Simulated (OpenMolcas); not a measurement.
Pt2+: moving the ligands

Pt2+ with 6 ligands (bromide) in octahedral coordination (Oh) at 2.71 Å. A charge of +0.667 e stands 3.2 Å behind each ligand. Ligand basis ANO-RCC-VDZP.
```
Pt    0.0000    0.0000    0.0000
Br    2.7100    0.0000    0.0000
Br    0.0000    2.7100    0.0000
Br   -2.7100    0.0000    0.0000
Br    0.0000   -2.7100    0.0000
Br    0.0000    0.0000    2.7100
Br    0.0000    0.0000   -2.7100
```

```json
{
  "Program": "OpenMolcas 26.06",
  "Method": "CASSCF",
  "Basis": "ANO-RCC-VDZP [7s6p4d2f]",
  "Scalar Hamiltonian": "DKH2, point nucleus",
  "Active space": "8 electrons in 5 orbitals (5d)",
  "State averaging": "2S+1 = 3 even, 10 roots; 2S+1 = 1 even, 15 roots",
  "Spin-orbit coupling": "state interaction with AMFI integrals over the reference wave functions"
}
```

Runs around this geometry, states (labels of O, the rotations of Oh). Energies in cm-1 above the lowest state or level, χT in cm3 K/mol.

| R (Å) | Ground state | First state of that spin | First gap with spin-orbit (degeneracies) | χT at 300 K | First state of another spin |
| --- | --- | --- | --- | --- | --- |
| 2.53 | 3A2 | 3T2 14428 | 7928 (3, 2) | 1.592 | 1E 9395 |
| 2.71 | 3A2 | 3T2 9396 | 6409 (3, 2) | 1.918 | 1E 10406 |
| 2.87 | 3A2 | 3T2 6469 | 4451 (3, 2) | 2.176 | 1E 10942 |

Taking the first state of the same spin as R^-n, n = -ln(6469 / 14428) / ln(2.87 / 2.53) = 6.4 between the shortest and longest distance.

Without dynamic correlation the repulsion within the d shell is too large (B by tens of per cent), so at a given field states of lower spin stand too high. Real 4d8 and 5d8 ions are as a rule square planar and diamagnetic. With metal d orbitals alone the field can be off either way by tens of per cent. Ligand-to-metal charge-transfer states are missing. With no ligand orbital active B as a rule stays too high, so bands that hang on it stand too high and its fall with covalency is understated. The least metal-like active orbital is 74 % on the metal (Löwdin) and no ligand orbital is active, so the numbers are rough (holds for R = 2.53). The least metal-like active orbital is 81 % on the metal (Löwdin) and no ligand orbital is active, so the numbers are rough (holds for R = 2.71). No measured value stands beside these numbers; the geometry is a model, was not optimised and need not be the one that this ion takes.
